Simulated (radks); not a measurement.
Values are calculated unless marked as measured or tabulated.
Ionisation of Hg42+, [Kr] 4d2, to Hg43+, [Kr] 4d1, under several functionals. Scalar-relativistic Kohn-Sham, spin-polarised, spherical densities, finite nucleus; open shells are filled with parallel spins first (spin-orbit coupling, left out, can overturn this in heavy ions); a radial shooting solver on a logarithmic mesh with Libxc functionals. Known Delta-SCF values: exchange-only LDA 2037.4 eV; LDA (Slater exchange, Perdew-Wang correlation) 2040.1 eV. What does PW91 give, and what is its highest occupied eigenvalue?

Answer. 2040.3 eV by Delta-SCF; the 4d eigenvalue is -2011.2 eV. NIST: 2052 eV (theoretical).
